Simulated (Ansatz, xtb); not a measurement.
Two isomers of C5H10O2

We compare I, `COCCC(C)=O`, a singlet, with II, `COC/C=C(/C)O`, a singlet. Both are isolated molecules in the gas phase, relaxed with r2SCAN-D4/def2-SVP; each stands in its lowest conformer found.

Q: Estimate E(II) − E(I) at the level CCSD(T)/def2-SVP + ΔMP2/def2-TZVPP.

A: Calculated at CCSD(T)/def2-SVP + ΔMP2/def2-TZVPP: E(II) − E(I) = +0.323 eV, so structure I lies lower.

The same difference at several levels:

```
                             level            geometry  E(II) − E(I) (eV)  departure from the last row (eV)  job, with rough time for the two
                r2SCAN-D4/def2-SVP  r2SCAN-D4/def2-SVP              +0.282                            −0.041                optimisation, 41 s
                       HF/def2-SVP  r2SCAN-D4/def2-SVP              +0.568                            +0.245           part of the CCSD(T) run
                      MP2/def2-SVP  r2SCAN-D4/def2-SVP              +0.407                            +0.084           part of the CCSD(T) run
                  CCSD(T)/def2-SVP  r2SCAN-D4/def2-SVP              +0.422                            +0.099                      single point
CCSD(T)/def2-SVP + ΔMP2/def2-TZVPP  r2SCAN-D4/def2-SVP              +0.323                                                  single point, 78 s
```

As drawn, II has 1 C–O, 1 C=C, 1 O–H in place of 1 C–C, 1 C=O, 1 C–H.

The levels shown agree on the order. The largest departure from CCSD(T)/def2-SVP + ΔMP2/def2-TZVPP is that of HF/def2-SVP, 0.245 eV. Levels run at GFN2-xTB geometries aren't shown. The last row adds to CCSD(T) the change of the MP2 difference between the two basis sets, here −0.099 eV.

With thermal terms from frequencies at re-optimised GFN2-xTB minima (ideal gas, soft modes damped towards free rotors, one conformer each, 298.15 K, 1 atm): on the last row, ΔE + ΔZPE = +0.322, ΔH = +0.319, ΔG = +0.333 eV.

The correlated steps freeze 7 core orbitals. Codes used: Ansatz 0.2.0, xtb 6.7.1; the last row on 2 threads of AMD EPYC 9R45 96-Core Processor (Zen 5) on a shared host.
